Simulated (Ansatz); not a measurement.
Species: BH$_{2}$Br, charge 0, singlet. BH2Br (bromoborane, SMILES BBr).
B3LYP-D3(BJ)/def2-TZVP minimum from Ansatz (a quantum-chemistry and plane-wave program):
```
B
H 1 1.1835
H 1 1.1835 2 124.48
Br 1 1.9031 2 117.76 3 -180.00
```

Property: atomisation energy (electronic, to ground-state atoms), in kJ/mol. Radicals and triplets start from unrestricted determinants; spin-orbit coupling is neglected. Correlated methods leave the cores frozen (noble-gas shells, and filled d and f shells in the p block). No relativity. CBS(X,Y): correlation extrapolated as X^-3, Hartree-Fock from the larger set (Q,5: extrapolated as (X+1)exp(-9√X)). A bracket is a step between two methods taken in the basis named. Double hybrids freeze cores in their MP2 part. Where a partner has so few electrons that a lower coupled-cluster level is exact, that level stands in. Spin-orbit terms, left out, reach several kcal/mol for Br and I, and more for heavier atoms.

| level | program | atomisation energy (kJ/mol) | difference against the last row |
|---|---|---|---|
| HF/cc-pVQZ | Ansatz | 942.1 | -238.1 |
| HF/CBS(cc-pVQZ,cc-pV5Z) | Ansatz | 942.4 | -237.8 |
| PBE0/def2-TZVPD | Ansatz | 1188.0 | 7.8 |
| B2PLYP/def2-TZVPD | Ansatz | 1176.3 | -3.9 |
| MP2/cc-pV5Z | Ansatz | 1193.0 | 12.8 |
| MP2/CBS(cc-pVQZ,cc-pV5Z) | Ansatz | 1199.0 | 18.8 |
| CCSD(T)/cc-pVTZ | Ansatz | 1153.8 | -26.4 |
| CCSDT(Q)/cc-pVDZ | Ansatz | 1104.9 | -75.3 |
| CCSDTQ/cc-pVDZ | Ansatz | 1104.8 | -75.4 |
| CCSD(T)/CBS(cc-pVQZ,cc-pV5Z) + [CCSDT(Q) - CCSD(T)]/cc-pVQZ | Ansatz | 1180.3 | 0.1 |
| CCSD(T)/CBS(cc-pVQZ,cc-pV5Z) + [CCSDT(Q) - CCSD(T)]/cc-pVQZ + [CCSDTQ - CCSDT(Q)]/cc-pVDZ | Ansatz | 1180.2 | 0.0 |
